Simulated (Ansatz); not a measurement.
Mulliken charges of BrFGaH₃Sn (`[F][Ga]([Br])[SnH3]`) from B3LYP/def2-TZVPP in Ansatz (PBE0-D4/def2-TZVP geometry).

```
atom   x (Å)   y (Å)   z (Å)  charge (e)
  F1   1.331  -0.560   2.370      -0.375
 Ga2   0.683  -0.939   0.784       0.607
 Br3   1.114  -3.098   0.169      -0.253
 Sn4  -0.585   0.860  -0.605       0.311
  H5  -1.607   0.083  -1.722      -0.096
  H6  -1.498   1.848   0.438      -0.095
  H7   0.562   1.805  -1.436      -0.099
```

Task: By hand: the dipole of these point charges (1 e Å = 4.8032 D).

Result: Σ q r = (-0.307, 0.329, -0.378) e Å, of length 0.588 e Å = 2.82 D.

Task: How does the dipole of the full density compare? (An estimate is asked.)

Result: Computed: (-0.328, 0.363, -0.409) e Å, 3.06 D; the point charges give 0.92 times that, at 1° from its direction.

Point charges leave out the atoms' own dipoles, such as those of lone pairs, and Mulliken's split depends on the basis, so the close match here is no proof of good charges.

B3LYP here is the variant with VWN-RPA as its local correlation; programs differ in this.
